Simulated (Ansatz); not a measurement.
Worked example: the barrier

An elementary step of SiNH4Cl3, closed shell (SiHCl₃ ([Cl][SiH]([Cl])[Cl]) + NH₃ → SiNH₂Cl₃ ([NH2][Si]([Cl])([Cl])[Cl]) + H₂; bonds formed: H2–H6; dative contacts that become bonds: Si1–N7; bonds broken: Si1–H2, H6–N7). “Start” is the structure reached by relaxing down from the saddle towards the reactants; PBE0-D4/def2-TZVP structures. The saddle:

```xyz
9
angstrom
Si -0.4525 0.5119 -0.1334
H -1.2095 -1.0629 -0.0973
Cl -1.0523 0.5731 -2.0944
Cl -1.6787 0.9539 1.4508
Cl 0.6982 2.2731 -0.1185
H -0.1908 -1.2978 0.1052
N 0.9114 -0.6642 0.2304
H 1.3453 -0.5572 1.1419
H 1.6290 -0.7298 -0.4846
```

Program: Ansatz 0.2.0. Basis: def2-TZVPP and def2-QZVPP. Cores are frozen in the correlated methods.

Energies in eV:

| quantity | saddle | start |
| --- | --- | --- |
| Hartree–Fock, triple zeta (X = 3) | -46922.00184 | -46924.37785 |
| Hartree–Fock, quadruple zeta (X = 4) | -46923.36143 | -46925.73667 |
| MP2 correlation, X = 3 | -25.84284 | -25.34715 |
| MP2 correlation, X = 4 | -28.22680 | -27.72486 |
| CCSD(T) correlation, X = 3 | -28.58426 | -28.13843 |

(1) Work out the barrier at the basis limit: extrapolate Hartree–Fock as E(X) = E∞ + A exp(−7.88 √X) and the MP2 correlation as E(X) = E∞ + B X^−2.97 (the exponents that Neese and Valeev fitted for def2-TZVPP and QZVPP), then add CCSD(T) − MP2 in triple zeta.

No T1 diagnostic of these runs exceeds 0.010.

## Answers

(1) Each step is linear, so take the differences first (saddle − start): Hartree–Fock 2.37601 (X = 3) and 2.37524 (X = 4); MP2 correlation -0.49569 and -0.50194; CCSD(T) correlation -0.44583.
Two points give E∞ = E(4) + w [E(4) − E(3)], with w = 1/(exp(7.88 (2 − √3)) − 1) = 0.1377 for Hartree–Fock and w = 1/((4/3)^2.97 − 1) = 0.7407 for the correlation.
Hartree–Fock: 2.37524 + 0.1377 × (-0.00077) = 2.3751 eV.
MP2 correlation: -0.50194 + 0.7407 × (-0.00625) = -0.5066 eV.
CCSD(T) − MP2: -0.44583 − (-0.49569) = 0.0499 eV.
Sum: 2.3751 + (-0.5066) + 0.0499 = 1.9184 eV, or 44.24 kcal/mol. Plain CCSD(T) in triple zeta gives 1.9302 eV, so the larger basis shifts the result by -0.0118 eV.

Labels in which every atom is bracketed show which atoms are joined, not bond orders.

For scale, one of the runs: CCSD(T)/def2-TZVPP, 255 basis functions, launched by `ansatz run in.yaml --threads 8 --pin off --events-out ev --progress --plain --max-ram 19148MiB`. Time: 120 s of wall clock on 8 CPU threads of an Intel Xeon; the host was shared. Peak host memory: 5.2 GiB.
